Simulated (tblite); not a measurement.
Compound: C₄H₁₁BSi.
Bonds: C1–C2 (double), C2–C3, C2–B4, B4–Si5, Si5–C6. Hydrogens: H7, H8 on C1; H9, H10, H11 on C3; H12 on B4; H13, H14 on Si5; H15, H16, H17 on C6.

Computed with GFN2-xTB (tblite), gas phase: L-BFGS steps from a force-field or distance-geometry start until the largest atomic force falls under 0.01 eV/Å.

Step 0: E = -464.2579 eV
```
atom  x, y, z in Å  |  force x, y, z in eV/Å
C1     -2.1848   -0.2997   -1.4422   -0.707   0.294  -0.397
C2     -1.2896   -0.1011   -0.4837    1.177  -0.635   0.418
C3     -1.2992    1.1570    0.3446   -0.773   0.452   0.106
B4     -0.1484   -1.1753   -0.2692   -0.382   0.111  -0.073
Si5     1.2866   -0.9776    1.0480   -0.805  -0.623  -0.426
C6      2.3484    0.4910    0.5942    0.789   0.825   0.224
H7     -2.1809   -1.1869   -2.0641   -0.051   0.250   0.131
H8     -2.9612    0.4450   -1.6290    0.091  -0.321  -0.113
H9     -0.5889    1.8887   -0.0890   -0.393  -0.375   0.350
H10    -2.3264    1.6146    0.3541    0.931  -0.272  -0.110
H11    -1.0319    0.9508    1.3934    0.040   0.104  -0.515
H12    -0.1621   -2.1770   -0.9032   -0.218   0.328  -0.014
H13     2.1131   -2.1876    1.0401    0.264  -0.074   0.250
H14     0.7235   -0.7894    2.3807    0.105   0.014   0.436
H15     3.2019    0.5627    1.3066   -0.521   0.152  -0.694
H16     1.7521    1.4237    0.6737    0.603  -0.535  -0.197
H17     2.7406    0.3732   -0.4327   -0.150   0.304   0.625
```

Step 1: E = -464.3469 eV
```
atom  x, y, z in Å  |  force x, y, z in eV/Å
C1     -2.1949   -0.2955   -1.4478    0.535   0.104   0.588
C2     -1.2727   -0.1102   -0.4777   -0.255  -0.151  -0.453
C3     -1.3102    1.1634    0.3462   -0.044  -0.163  -0.035
B4     -0.1539   -1.1738   -0.2703   -0.157  -0.083  -0.037
Si5     1.2751   -0.9865    1.0419   -0.374  -0.187  -0.275
C6      2.3596    0.5028    0.5974    0.073   0.016   0.090
H7     -2.1816   -1.1833   -2.0623   -0.086   0.161   0.031
H8     -2.9599    0.4404   -1.6307   -0.161  -0.032  -0.137
H9     -0.5945    1.8833   -0.0840   -0.300  -0.228   0.265
H10    -2.3131    1.6107    0.3525    0.313  -0.062  -0.121
H11    -1.0314    0.9523    1.3860    0.025   0.112  -0.329
H12    -0.1652   -2.1723   -0.9034   -0.231   0.259  -0.071
H13     2.1169   -2.1886    1.0437    0.218  -0.047   0.230
H14     0.7250   -0.7892    2.3869    0.134  -0.009   0.302
H15     3.1945    0.5649    1.2967   -0.055   0.188  -0.281
H16     1.7607    1.4161    0.6708    0.389  -0.160  -0.139
H17     2.7385    0.3775   -0.4237   -0.024   0.281   0.372
```

**Question.** Estimate the geometry and energy of step 2. (The exact step hangs on the optimiser's Hessian estimate; all steps are aligned on step 1, rigid shifts and turns removed.)

**Answer.** E = -464.3777 eV, largest force 0.543 eV/Å
```
atom  x, y, z in Å  |  force x, y, z in eV/Å
C1     -2.1889   -0.2924   -1.4395   -0.097  -0.074  -0.129
C2     -1.2717   -0.1157   -0.4836    0.055   0.257   0.181
C3     -1.3146    1.1627    0.3460    0.231  -0.457  -0.181
B4     -0.1584   -1.1747   -0.2713   -0.109  -0.104  -0.038
Si5     1.2649   -0.9926    1.0351   -0.073   0.007  -0.039
C6      2.3646    0.5069    0.6000   -0.297  -0.391   0.024
H7     -2.1833   -1.1794   -2.0611   -0.065   0.203   0.076
H8     -2.9623    0.4383   -1.6336   -0.046  -0.074  -0.056
H9     -0.6015    1.8776   -0.0778   -0.142  -0.086   0.140
H10    -2.3033    1.6083    0.3499   -0.076   0.060  -0.116
H11    -1.0308    0.9547    1.3779    0.043   0.038  -0.114
H12    -0.1702   -2.1663   -0.9047   -0.227   0.138  -0.141
H13     2.1219   -2.1898    1.0488    0.148   0.011   0.205
H14     0.7278   -0.7893    2.3941    0.162  -0.033   0.151
H15     3.1911    0.5689    1.2886    0.234   0.170   0.013
H16     1.7702    1.4108    0.6675    0.183   0.116  -0.084
H17     2.7373    0.3838   -0.4144    0.077   0.218   0.108
```

The energy changes by -0.0309 eV. The first-order estimate −F·Δx gives -0.0546 eV and the mean of the old and new forces, exact on a quadratic surface, -0.0307 eV. The step makes an angle of 23° with the force vector and moves no atom by more than 0.014 Å.

What follows is the cost of the whole relaxation. The run took 0.59 s wall on one thread of an Arm Neoverse V2, no GPU, on a shared host.
